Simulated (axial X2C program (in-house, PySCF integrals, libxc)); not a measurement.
Potential curves of CaHg, two-component

Calculated with an in-house relativistic program for diatomic molecules. Two-component (2c) means X2C with spin–orbit coupling and atomic mean-field two-electron Coulomb and Gaunt terms. Basis: Hg dyall-cv3z [13s14p9d6f4g], Ca dyall-cv3z [11s12p6d4f] (cores contracted in-house); Gaussian nuclei, density fitting, unrestricted open shells. Masses: Hg 201.971 u, Ca 39.963 u.

State: Ω = 0 (closed shell). Energies in eV from the fragments at the same level (Hg + Ca). Fits are polynomials in 1 − R0/R over 0.85 to 1.23 times the lowest point R0.

```tsv
R (Å)	PBE0
3.4648	-0.1020
3.5754	-0.1081
3.6860	-0.1089
3.8150	-0.1054
3.9440	-0.0989
4.1099	-0.0883
```

Occupations by symmetry block were frozen at the best pattern of an incomplete PBE0 search. Dissociation energies refer to the lowest single-determinant-based atoms at the same level and basis. The bond is weak and the correlated curve of this state has no minimum in the scanned range, so this well may be an artefact of the functional.

(1) What are Re, ωe and De at the PBE0 level?

Results:

(1) At PBE0, 2c: Re = 3.649 Å, ωe ≈ 52.3 cm⁻¹, De = 0.11 eV to Hg + Ca; Be follows as 0.0379 cm⁻¹.
